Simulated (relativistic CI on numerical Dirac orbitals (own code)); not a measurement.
Fe2+ in a cubic cluster: L2,3 absorption with charge transfer

Computed with a charge-transfer multiplet model of a cubic metal-ligand cluster with up to 3 ligand holes, Slater and spin-orbit integrals from Dirac-Coulomb-Breit ions, Slater integrals scaled by 0.8. The ground state mixes d6 with configurations of k ligand holes L, whose averages lie at kΔ + k(k − 1)U_dd/2; a core hole lowers each added d electron by U_cd. 20 K, Lorentzian 0.4 eV and Gaussian 0.3 eV FWHM.

Atomic integrals in eV (Slater integrals scaled, ζ unscaled), ground: F2dd 8.723, F4dd 5.416, zeta_d 0.049; with the core hole: F2dd 9.374, F4dd 5.826, zeta_d 0.067, zeta_core 8.135, F2cd 5.460, G1cd 4.059, G3cd 2.306.

Cluster parameters (eV): U_dd = 6.5, U_cd = 7.2, 10Dq = 0.5, 10Dq(ligand) = 0.2, V(eg) = 2.4, V(t2g) = -1.07, final-state hopping factor = 1.

| Case | n_d | d6 | d7L | d8L2 | d9L3 | S |
| --- | --- | --- | --- | --- | --- | --- |
| Δ = -1 eV | 6.96 | 0.24 | 0.57 | 0.18 | 0.01 | 0.07 |
| Δ = 0 eV | 6.85 | 0.30 | 0.55 | 0.14 | 0.01 | 0.10 |
| Δ = 1 eV | 6.52 | 0.53 | 0.42 | 0.05 | 0.00 | 1.76 |
| Δ = 2 eV | 6.38 | 0.65 | 0.33 | 0.02 | 0.00 | 2.00 |
| Δ = 5 eV | 6.20 | 0.81 | 0.19 | 0.01 | 0.00 | 2.00 |

Weights, n_d and S are thermal averages at 20 K. Photon energies count from the first peak over 30 % of the highest in each spectrum, which can be another peak from case to case. The parameters are a model scan and need not match a compound or its usual spin state. Peaks in eV (height, largest 100):
- Δ = -1 eV: 0.0 (100), 1.6 (30), 3.3 (10), 12.2 (48), 13.2 (20)
- Δ = 0 eV: 0.0 (100), 1.5 (36), 3.4 (9), 12.2 (44), 13.2 (23)
- Δ = 1 eV: -1.8 (28), 0.0 (100), 11.9 (14), 12.7 (29), 14.7 (6)
- Δ = 2 eV: -1.8 (27), 0.0 (100), 12.8 (31), 15.0 (6)
- Δ = 5 eV: -1.8 (22), -1.1 (25), 0.0 (100), 2.5 (16), 12.7 (37), 15.4 (6)

Curve for Δ = 1 eV (points under 2 left out, the grid thinned):

| E (eV) | Intensity |
| --- | --- |
| -3.1 | 2.0 |
| -2.8 | 3.0 |
| -2.5 | 5.5 |
| -2.1 | 17.9 |
| -1.8 | 27.8 |
| -1.5 | 21.4 |
| -1.1 | 20.0 |
| -0.8 | 25.5 |
| -0.5 | 46.0 |
| -0.2 | 83.0 |
| 0.1 | 97.0 |
| 0.5 | 55.3 |
| 0.8 | 37.2 |
| 1.1 | 29.8 |
| 1.5 | 22.3 |
| 1.8 | 16.5 |
| 2.1 | 12.3 |
| 2.4 | 12.0 |
| 2.7 | 10.1 |
| 3.1 | 8.0 |
| 3.4 | 7.0 |
| 3.7 | 5.8 |
| 4.1 | 4.8 |
| 4.4 | 3.8 |
| 4.7 | 3.2 |
| 5.0 | 3.0 |
| 5.3 | 2.5 |
| 5.7 | 2.2 |
| 6.0 | 2.0 |
| 6.7 | 2.1 |
| 11.1 | 4.5 |
| 11.4 | 8.6 |
| 11.7 | 13.0 |
| 12.0 | 13.5 |
| 12.3 | 14.3 |
| 12.7 | 28.7 |
| 13.0 | 21.1 |
| 13.3 | 12.6 |
| 13.7 | 10.6 |
| 14.0 | 6.4 |
| 14.3 | 4.8 |
| 14.6 | 5.6 |
| 14.9 | 5.0 |
| 15.3 | 2.9 |
| 15.6 | 2.1 |

For the case Δ = 2 eV, Δ = 2 eV is smaller than U_dd = 6.5 eV, the charge-transfer side of the Zaanen-Sawatzky-Allen scheme. With the core hole the configuration with one ligand hole lies at Δ + U_dd − U_cd = -1.7, -0.7, 0.3, 1.3, 4.3 eV from the one without, in the order of the table; where this is negative the screened configuration lies lower, though the effective hopping of about 3.5 eV (from the holes of the mixed ground state) mixes the two strongly wherever it is as large as the gap. The thermal average of S changes within this range, from 0.1 to 2.0; a value between half-integers is an average over states of different spin.
